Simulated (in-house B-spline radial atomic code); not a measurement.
LC-wPBE excitations of the phosphorus ion P⁵⁺

Method: LC-wPBE. Computed with a B-spline radial code for spherical atoms: linear response of the closed shell [He] 2s2 2p6 with the functional's adiabatic kernel; non-relativistic, point nucleus, no spin-orbit coupling, no double excitations, S, P, D and F terms only. Only terms of natural parity with L up to 3 were computed.

Command:
```bash
python run_td.py task.json out
```
Settings (radii: box in bohr, nucleus in fm):
```
Z                        15
electrons                10
configuration            [He] 2s2 2p6
hamiltonian              nr
method                   lc_wpbe
box_radius               16.35
intervals                50
```

Cost of the run: 0.3 s on 1 thread of Intel(R) Xeon(R) Platinum 8488C (Sapphire Rapids), with other jobs on the host.

The lowest states, in the order of their Tamm-Dancoff energies; the method's threshold (minus the highest occupied level) is 205.80 eV. Labels give the largest channel, * marks a mixed state, and oscillator strengths are full-response dipole values. Semilocal kernels can invert the small singlet-triplet splittings of Rydberg terms. Energies in eV:

```json
{"state": "2p → 3s 3P", "full response": "127.75", "Tamm-Dancoff": "127.76", "oscillator strength": "-"}
{"state": "2p → 3s 1P", "full response": "?", "Tamm-Dancoff": "?", "oscillator strength": "?"}
{"state": "2p → 3p 3S", "full response": "138.03", "Tamm-Dancoff": "138.06", "oscillator strength": "-"}
{"state": "2p → 3p 3D", "full response": "138.80", "Tamm-Dancoff": "138.81", "oscillator strength": "-"}
{"state": "2p → 3p 1D", "full response": "139.65", "Tamm-Dancoff": "139.65", "oscillator strength": "-"}
{"state": "2p → 3p 1S", "full response": "145.22", "Tamm-Dancoff": "145.69", "oscillator strength": "-"}
{"state": "2p → 3d 3P", "full response": "153.58", "Tamm-Dancoff": "153.59", "oscillator strength": "-"}
{"state": "2p → 3d 3F", "full response": "153.73", "Tamm-Dancoff": "153.75", "oscillator strength": "-"}
{"state": "2p → 3d 1F", "full response": "154.23", "Tamm-Dancoff": "154.23", "oscillator strength": "-"}
{"state": "2p → 3d 1P", "full response": "?", "Tamm-Dancoff": "?", "oscillator strength": "?"}
{"state": "2p → 4s 3P", "full response": "165.89", "Tamm-Dancoff": "165.89", "oscillator strength": "-"}
{"state": "2p → 4s 1P", "full response": "166.23", "Tamm-Dancoff": "166.24", "oscillator strength": "0.0366"}
{"state": "2p → 4p 3S", "full response": "169.65", "Tamm-Dancoff": "169.66", "oscillator strength": "-"}
{"state": "2p → 4p 3D", "full response": "169.94", "Tamm-Dancoff": "169.94", "oscillator strength": "-"}
{"state": "2p → 4p 1D", "full response": "170.23", "Tamm-Dancoff": "170.23", "oscillator strength": "-"}
{"state": "2p → 4p 1S", "full response": "171.79", "Tamm-Dancoff": "171.90", "oscillator strength": "-"}
{"state": "2p → 4d 3P", "full response": "175.33", "Tamm-Dancoff": "175.34", "oscillator strength": "-"}
{"state": "2p → 4d 3F", "full response": "175.40", "Tamm-Dancoff": "175.40", "oscillator strength": "-"}
{"state": "2p → 4d 1F", "full response": "175.64", "Tamm-Dancoff": "175.64", "oscillator strength": "-"}
{"state": "2s → 3s 3S", "full response": "176.35", "Tamm-Dancoff": "176.35", "oscillator strength": "-"}
{"state": "2p → 4d 1P", "full response": "176.59", "Tamm-Dancoff": "176.63", "oscillator strength": "0.451"}
{"state": "2p → 4f 3D", "full response": "176.64", "Tamm-Dancoff": "176.64", "oscillator strength": "-"}
```

**Question.** Where does 2p → 3s 1P lie?

**Answer.** At 128.87 eV in full response, 128.90 eV in Tamm-Dancoff, oscillator strength 0.191.

**Question.** Where does 2p → 3d 1P lie?

**Answer.** At 156.14 eV in full response, 156.23 eV in Tamm-Dancoff, oscillator strength 1.06.

**Question.** How large is the singlet-triplet splitting of 2p → 3s (P terms) in Tamm-Dancoff?

**Answer.** 1.14 eV, from the unrounded values.

**Question.** What polarisabilities and dispersion coefficient does the method give?

**Answer.** Dipole 0.1108 bohr³, quadrupole 0.05823 bohr⁵, C6 0.06776 hartree·bohr⁶ for two such species.
